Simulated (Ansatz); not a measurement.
Consider the hydrogenolysis of a C–F bond: `FC1=CC(F)(F)C1` + H₂ → `FC1(F)C=CC1` + H–F.

Isolated molecules relaxed with PBE0-D4/def2-TZVP in Ansatz; ΔE leaves out vibrations. CCSD(T)/CBS adds triple-zeta CCSD(T) − MP2 to the extrapolated MP2 energy (def2 sets, frozen cores). This one scheme is used for every species. Functionals use def2-TZVPP. B3LYP here is the variant with VWN-RPA as its local correlation; programs differ in this.

```json
{"level": "B3LYP-D4", "ΔE (eV)": "-0.78"}
{"level": "B2PLYP", "ΔE (eV)": "-0.84"}
```

(1) What does CCSD(T)/CBS give? (Estimate.)

Largest T1 diagnostic among the species: 0.012.

## Answers

(1) The calculation gave: -0.95 eV. The listed levels differ from it by 0.17, 0.11 eV.

From r2SCAN to r2SCAN0 (25 % exact exchange), in def2-TZVPP and without D4, ΔE moves by −0.08 eV. At CCSD(T), def2-SVP lies +0.18 eV from the extrapolated value and def2-TZVPP +0.05 eV.
